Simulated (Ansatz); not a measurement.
Relaxation of Cl$_{3}$Ga (4 atoms, charge 0, multiplicity 1), to a largest force component of 0.02 eV/Å in at most 40 steps.

Method: RKS PBE0-D4/def2-SVP (Ansatz 0.2.0).

```xyz
4
Properties=species:S:1:pos:R:3
Ga 0.000 0.000 0.000
Cl 0.000 0.000 2.240
Cl 1.940 0.000 -1.120
Cl -1.940 0.000 -1.120
```

Where does it end, and by what steps?

The run converged. After 3 steps the energy has fallen by 0.334 eV; Cl2 moved furthest, 0.12 Å.

| step | energy less start (eV) | largest force component (eV/Å) | accepted |
| --- | --- | --- | --- |
| 0 | 0.0000 | 1.708 | yes |
| 1 | -0.3300 | 0.229 | yes |
| 2 | -0.3343 | 0.044 | yes |
| 3 | -0.3344 | 0.005 | yes |

```xyz
4
Properties=species:S:1:pos:R:3
Ga 0.000 0.000 0.000
Cl 0.000 0.000 2.121
Cl 1.837 0.000 -1.060
Cl -1.837 0.000 -1.060
```

Whether the end is a true minimum wasn't checked by a vibrational analysis.

Time of the run: 19 s on 1 thread of Arm Neoverse V1, on a shared host, peak memory 0.2 GiB.
